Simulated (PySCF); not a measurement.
# Computed records: CH$_{5}$BNSi, BH$_{3}$NOSi, BFHNSi, CH$_{4}$Al$_{2}$B and others

Calculation on a computer-drawn molecule: the log of a Hartree-Fock and frozen-core CCSD(T) single point meant for a local Hartree-Fock minimum, with one planted fault or none, to be diagnosed. Offsets are logged minus clean, where the clean run is the same molecule without the fault. The reference is restricted for singlets and unrestricted otherwise, and also for a bond in bohr or an excited solution. Adding or removing an electron swaps singlet and doublet. The excited solution moves the top pair (singlet) or top alpha electron (doublet) to the lowest empty orbital. Highest occupied and lowest empty are orbital energies over both spins, largest force is the largest gradient component, triples share is (T) over the correlation energy, the T1 limit is 0.02 restricted and 0.045 unrestricted, electrons count all cores, a negative frequency is imaginary (commonest isotopes), and the dipole is about the centre of nuclear charge. Program: PySCF 2.14.0.

Common to all runs: meant basis cc-pV(D+d)Z; logged SCF converged yes; logged CC converged yes; logged SCF stable within its kind yes; possible faults no fault, one electron removed, one electron added, multiplicity raised by two, geometry at a saddle point, SCF held on an excited solution, minimal basis STO-3G, one bond length entered in bohr, all coordinates scaled.

```yaml
- entry: 1
  formula: CH5BNSi
  logged_structure:
    atoms_angstrom:
      - [B, -0.8194, -0.2444, -1.4302]
      - ["N", -0.0965, 0.3817, -0.6365]
      - [Si, 0.7794, 1.2829, 0.5278]
      - [C, 2.0623, 0.2058, 1.3842]
      - [H, -1.4954, -0.8376, -2.1821]
      - [H, 1.4363, 2.4401, -0.1335]
      - [H, 2.6328, 0.7915, 2.1101]
      - [H, 2.7615, -0.2088, 0.6511]
      - [H, 1.5874, -0.6255, 1.9107]
  given:
    meant_charge: 0
    meant_multiplicity: 2
    logged_electrons: 36
    logged_basis_functions: 90
    logged_spin_squared: 0.0
    "logged_highest_occupied [eV]": -16.864
    "logged_lowest_empty [eV]": -6.054
    "logged_largest_force [hartree/bohr]": 0.085942
    logged_T1_diagnostic: 0.016067
    logged_D1_diagnostic: 0.051275
    logged_triples_share: 0.034515
    "logged_dipole_magnitude [debye]": 1.6448
    "logged_energy_HF [hartree]": -408.60599
    "logged_energy_CCSD(T) [hartree]": -409.1187
    drawn_bonds_atom: [1, 2, 3, 1, 3, 4, 4, 4]
    drawn_bonds_other_atom: [2, 3, 4, 5, 6, 7, 8, 9]
    drawn_bonds_order: [2, 1, 1, 1, 1, 1, 1, 1]
  results:
    planted_fault: "one electron removed"
    "HF_energy_offset_from_clean_run [kcal/mol]": 163.7
    "CCSD(T)_energy_offset_from_clean_run [kcal/mol]": 170.0
- entry: 2
  formula: CH5BNSi
  logged_structure:
    atoms_angstrom:
      - [B, -0.8194, -0.2444, -1.4302]
      - ["N", -0.0965, 0.3817, -0.6365]
      - [Si, 0.7794, 1.2829, 0.5278]
      - [C, 2.0623, 0.2058, 1.3842]
      - [H, -1.4954, -0.8376, -2.1821]
      - [H, 1.4363, 2.4401, -0.1335]
      - [H, 2.6328, 0.7915, 2.1101]
      - [H, 2.7615, -0.2088, 0.6511]
      - [H, 1.5874, -0.6255, 1.9107]
  given:
    meant_charge: 0
    meant_multiplicity: 2
    logged_electrons: 37
    logged_basis_functions: 29
    logged_spin_squared: 0.7679
    "logged_highest_occupied [eV]": -5.863
    "logged_lowest_empty [eV]": 5.9917
    "logged_largest_force [hartree/bohr]": 0.052196
    logged_T1_diagnostic: 0.017618
    logged_D1_diagnostic: 0.074219
    logged_triples_share: 0.02379
    "logged_dipole_magnitude [debye]": 1.0564
    "logged_energy_HF [hartree]": -404.03614
    "logged_energy_CCSD(T) [hartree]": -404.28586
    drawn_bonds_atom: [1, 2, 3, 1, 3, 4, 4, 4]
    drawn_bonds_other_atom: [2, 3, 4, 5, 6, 7, 8, 9]
    drawn_bonds_order: [2, 1, 1, 1, 1, 1, 1, 1]
  results:
    planted_fault: "minimal basis STO-3G"
    "HF_energy_offset_from_clean_run [kcal/mol]": 3031
    "CCSD(T)_energy_offset_from_clean_run [kcal/mol]": 3203
- entry: 3
  formula: CH5BNSi
  logged_structure:
    atoms_angstrom:
      - [B, -0.876, -0.2613, -1.5289]
      - ["N", -0.1032, 0.4081, -0.6804]
      - [Si, 0.8332, 1.3714, 0.5642]
      - [C, 2.2046, 0.2201, 1.4797]
      - [H, -1.5986, -0.8954, -2.3326]
      - [H, 1.5354, 2.6085, -0.1427]
      - [H, 2.8144, 0.8462, 2.2557]
      - [H, 2.9521, -0.2232, 0.6961]
      - [H, 1.697, -0.6687, 2.0425]
  given:
    meant_charge: 0
    meant_multiplicity: 2
    logged_electrons: 37
    logged_basis_functions: 90
    logged_spin_squared: 0.7574
    "logged_highest_occupied [eV]": -8.3815
    "logged_lowest_empty [eV]": 1.6707
    "logged_largest_force [hartree/bohr]": 0.053854
    logged_T1_diagnostic: 0.01839
    logged_D1_diagnostic: 0.057629
    logged_triples_share: 0.037316
    "logged_dipole_magnitude [debye]": 1.1518
    "logged_energy_HF [hartree]": -408.82802
    "logged_energy_CCSD(T) [hartree]": -409.36804
    drawn_bonds_atom: [1, 2, 3, 1, 3, 4, 4, 4]
    drawn_bonds_other_atom: [2, 3, 4, 5, 6, 7, 8, 9]
    drawn_bonds_order: [2, 1, 1, 1, 1, 1, 1, 1]
  results:
    planted_fault: "all coordinates scaled, by +6.9 %"
    "HF_energy_offset_from_clean_run [kcal/mol]": 24.4
    "CCSD(T)_energy_offset_from_clean_run [kcal/mol]": 13.58
- entry: 4
  formula: BH3NOSi
  logged_structure:
    atoms_angstrom:
      - [B, -2.0777, -2.1424, -0.6513]
      - ["N", -1.5084, -1.8964, -1.7295]
      - [Si, -0.5895, -1.6436, -3.1472]
      - [O, -0.7967, -0.1199, -3.7496]
      - [H, -2.6198, -2.3681, 0.363]
      - [H, -1.0328, -2.5561, -4.222]
      - [H, -0.6345, 0.6159, -3.1784]
  given:
    meant_charge: 0
    meant_multiplicity: 2
    logged_electrons: 37
    logged_basis_functions: 27
    logged_spin_squared: 0.764
    "logged_highest_occupied [eV]": -5.7022
    "logged_lowest_empty [eV]": 5.9169
    "logged_largest_force [hartree/bohr]": 0.068273
    logged_T1_diagnostic: 0.022246
    logged_D1_diagnostic: 0.085453
    logged_triples_share: 0.033316
    "logged_dipole_magnitude [debye]": 1.6599
    "logged_energy_HF [hartree]": -439.30066
    "logged_energy_CCSD(T) [hartree]": -439.52189
    drawn_bonds_atom: [1, 2, 3, 1, 3, 4]
    drawn_bonds_other_atom: [2, 3, 4, 5, 6, 7]
    drawn_bonds_order: [2, 1, 1, 1, 1, 1]
  results:
    planted_fault: "minimal basis STO-3G"
    "HF_energy_offset_from_clean_run [kcal/mol]": 3410
    "CCSD(T)_energy_offset_from_clean_run [kcal/mol]": 3612
- entry: 5
  formula: BFHNSi
  logged_structure:
    atoms_angstrom:
      - [B, -1.4136, -2.0845, 0.585]
      - ["N", -0.2071, -1.8058, 0.4159]
      - [Si, 1.3581, -1.27, -0.003]
      - [F, 2.2584, -2.1221, 1.0558]
      - [H, -2.5435, -2.3481, 0.7465]
  given:
    meant_charge: 0
    meant_multiplicity: 1
    logged_electrons: 36
    logged_basis_functions: 25
    logged_spin_squared: 0.0
    "logged_highest_occupied [eV]": -6.5588
    "logged_lowest_empty [eV]": 6.0512
    "logged_largest_force [hartree/bohr]": 0.081819
    logged_T1_diagnostic: 0.024719
    logged_D1_diagnostic: 0.078972
    logged_triples_share: 0.054826
    "logged_dipole_magnitude [debye]": 0.91036
    "logged_energy_HF [hartree]": -462.36108
    "logged_energy_CCSD(T) [hartree]": -462.56403
    drawn_bonds_atom: [1, 2, 3, 1]
    drawn_bonds_other_atom: [2, 3, 4, 5]
    drawn_bonds_order: [2, 1, 1, 1]
  results:
    planted_fault: "minimal basis STO-3G"
    "HF_energy_offset_from_clean_run [kcal/mol]": 3643
    "CCSD(T)_energy_offset_from_clean_run [kcal/mol]": 3852
  notes: ["T1 above single-reference limit"]
- entry: 6
  formula: CH4Al2B
  logged_structure:
    atoms_angstrom:
      - [B, -2.469, -0.847, -2.7091]
      - [C, -1.2077, -0.3854, -2.3449]
      - [Al, -0.639, -0.0729, -0.6033]
      - [Al, 0.2324, 0.3938, 1.8884]
      - [H, -3.5469, -1.2376, -2.9608]
      - [H, -0.4844, -0.1868, -3.1407]
      - [H, 1.7018, 0.9117, 1.9464]
      - [H, -0.833, 0.0924, 2.9866]
  given:
    meant_charge: 1
    meant_multiplicity: 1
    logged_electrons: 40
    logged_basis_functions: 32
    logged_spin_squared: 0.0
    "logged_highest_occupied [eV]": -11.363
    "logged_lowest_empty [eV]": 1.6453
    "logged_largest_force [hartree/bohr]": 0.046264
    logged_T1_diagnostic: 0.015158
    logged_D1_diagnostic: 0.038826
    logged_triples_share: 0.023675
    "logged_dipole_magnitude [debye]": 1.5521
    "logged_energy_HF [hartree]": -541.91463
    "logged_energy_CCSD(T) [hartree]": -542.1178
    drawn_bonds_atom: [1, 2, 3, 1, 2, 4, 4]
    drawn_bonds_other_atom: [2, 3, 4, 5, 6, 7, 8]
    drawn_bonds_order: [2, 1, 1, 1, 1, 1, 1]
  results:
    planted_fault: "minimal basis STO-3G"
    "HF_energy_offset_from_clean_run [kcal/mol]": 4092
    "CCSD(T)_energy_offset_from_clean_run [kcal/mol]": 4193
- entry: 7
  formula: CH4Al2B
  logged_structure:
    atoms_angstrom:
      - [B, -2.6172, -0.8978, -2.8716]
      - [C, -1.2802, -0.4085, -2.4856]
      - [Al, -0.6773, -0.0772, -0.6395]
      - [Al, 0.2463, 0.4175, 2.0017]
      - [H, -3.7597, -1.3118, -3.1384]
      - [H, -0.5134, -0.198, -3.3292]
      - [H, 1.8039, 0.9664, 2.0632]
      - [H, -0.883, 0.0979, 3.1658]
  given:
    meant_charge: 1
    meant_multiplicity: 1
    logged_electrons: 40
    logged_basis_functions: 94
    logged_spin_squared: 0.0
    "logged_highest_occupied [eV]": -13.301
    "logged_lowest_empty [eV]": -4.3532
    "logged_largest_force [hartree/bohr]": 0.031399
    logged_T1_diagnostic: 0.017435
    logged_D1_diagnostic: 0.039855
    logged_triples_share: 0.038654
    "logged_dipole_magnitude [debye]": 0.9523
    "logged_energy_HF [hartree]": -548.41404
    "logged_energy_CCSD(T) [hartree]": -548.78467
    drawn_bonds_atom: [1, 2, 3, 1, 2, 4, 4]
    drawn_bonds_other_atom: [2, 3, 4, 5, 6, 7, 8]
    drawn_bonds_order: [2, 1, 1, 1, 1, 1, 1]
  results:
    planted_fault: "all coordinates scaled, by +6.0 %"
    "HF_energy_offset_from_clean_run [kcal/mol]": 13.68
    "CCSD(T)_energy_offset_from_clean_run [kcal/mol]": 9.091
- entry: 8
  formula: CH4Al2B
  logged_structure:
    atoms_angstrom:
      - [B, -2.469, -0.847, -2.7091]
      - [C, -1.2077, -0.3854, -2.3449]
      - [Al, -0.639, -0.0729, -0.6033]
      - [Al, 0.2324, 0.3938, 1.8884]
      - [H, -3.5469, -1.2376, -2.9608]
      - [H, -0.4844, -0.1868, -3.1407]
      - [H, 1.7018, 0.9117, 1.9464]
      - [H, -0.833, 0.0924, 2.9866]
  given:
    meant_charge: 1
    meant_multiplicity: 1
    logged_electrons: 40
    logged_basis_functions: 94
    logged_spin_squared: 0.0
    "logged_highest_occupied [eV]": -13.983
    "logged_lowest_empty [eV]": -4.4296
    "logged_largest_force [hartree/bohr]": 3.712e-05
    "logged_lowest_frequency [cm^-1]": 50.425
    logged_T1_diagnostic: 0.015847
    logged_D1_diagnostic: 0.037699
    logged_triples_share: 0.03529
    "logged_dipole_magnitude [debye]": 1.1639
    "logged_energy_HF [hartree]": -548.43584
    "logged_energy_CCSD(T) [hartree]": -548.79915
    drawn_bonds_atom: [1, 2, 3, 1, 2, 4, 4]
    drawn_bonds_other_atom: [2, 3, 4, 5, 6, 7, 8]
    drawn_bonds_order: [2, 1, 1, 1, 1, 1, 1]
  results:
    planted_fault: "no fault"
    "HF_energy_offset_from_clean_run [kcal/mol]": 0.0
    "CCSD(T)_energy_offset_from_clean_run [kcal/mol]": 0.0
- entry: 9
  formula: CH4AlBO
  logged_structure:
    atoms_angstrom:
      - [B, -3.358, 0.5952, 0.4837]
      - [C, -2.3419, -0.2515, 0.1174]
      - [Al, -1.3921, -1.0132, 1.6]
      - [O, -0.1205, -2.0788, 1.2622]
      - [H, -4.2027, 1.3011, 0.8993]
      - [H, -2.0341, -0.5239, -0.886]
      - [H, -1.7566, -0.6802, 3.1018]
      - [H, 0.4329, -2.5273, 1.8788]
  given:
    meant_charge: 0
    meant_multiplicity: 1
    logged_electrons: 37
    logged_basis_functions: 85
    logged_spin_squared: 0.7775
    "logged_highest_occupied [eV]": 0.50633
    "logged_lowest_empty [eV]": 7.101
    "logged_largest_force [hartree/bohr]": 0.061068
    logged_T1_diagnostic: 0.020541
    logged_D1_diagnostic: 0.084542
    logged_triples_share: 0.030391
    "logged_dipole_magnitude [debye]": 6.952
    "logged_energy_HF [hartree]": -381.6272
    "logged_energy_CCSD(T) [hartree]": -382.15226
    drawn_bonds_atom: [1, 2, 3, 1, 2, 3, 4]
    drawn_bonds_other_atom: [2, 3, 4, 5, 6, 7, 8]
    drawn_bonds_order: [2, 1, 1, 1, 1, 1, 1]
  results:
    planted_fault: "one electron added"
    "HF_energy_offset_from_clean_run [kcal/mol]": 34.29
    "CCSD(T)_energy_offset_from_clean_run [kcal/mol]": 24.19
  notes: ["highest electron not bound in this basis"]
- entry: 10
  formula: CH4AlB2
  logged_structure:
    atoms_angstrom:
      - [B, -1.2042, 0.2849, 3.1897]
      - [C, -2.0549, 1.3327, 3.3996]
      - [Al, -2.0558, 2.233, 1.6739]
      - [B, -1.0108, 1.7448, -0.1161]
      - [H, -0.4571, -0.5702, 2.8812]
      - [H, -2.6487, 1.7156, 4.214]
      - [H, -1.5266, 1.0859, -0.981]
      - [H, 0.0518, 2.2467, -0.376]
  given:
    meant_charge: 0
    meant_multiplicity: 2
    logged_electrons: 33
    logged_basis_functions: 85
    logged_spin_squared: 0.8071
    "logged_highest_occupied [eV]": -7.4319
    "logged_lowest_empty [eV]": 0.76777
    "logged_largest_force [hartree/bohr]": 2.4578e-05
    "logged_lowest_frequency [cm^-1]": 104.36
    logged_T1_diagnostic: 0.027632
    logged_D1_diagnostic: 0.12272
    logged_triples_share: 0.039043
    "logged_dipole_magnitude [debye]": 0.95862
    "logged_energy_HF [hartree]": -331.38014
    "logged_energy_CCSD(T) [hartree]": -331.77999
    drawn_bonds_atom: [1, 2, 3, 1, 2, 4, 4]
    drawn_bonds_other_atom: [2, 3, 4, 5, 6, 7, 8]
    drawn_bonds_order: [2, 1, 1, 1, 1, 1, 1]
  results:
    planted_fault: "no fault"
    "HF_energy_offset_from_clean_run [kcal/mol]": 0.0
    "CCSD(T)_energy_offset_from_clean_run [kcal/mol]": 0.0
```
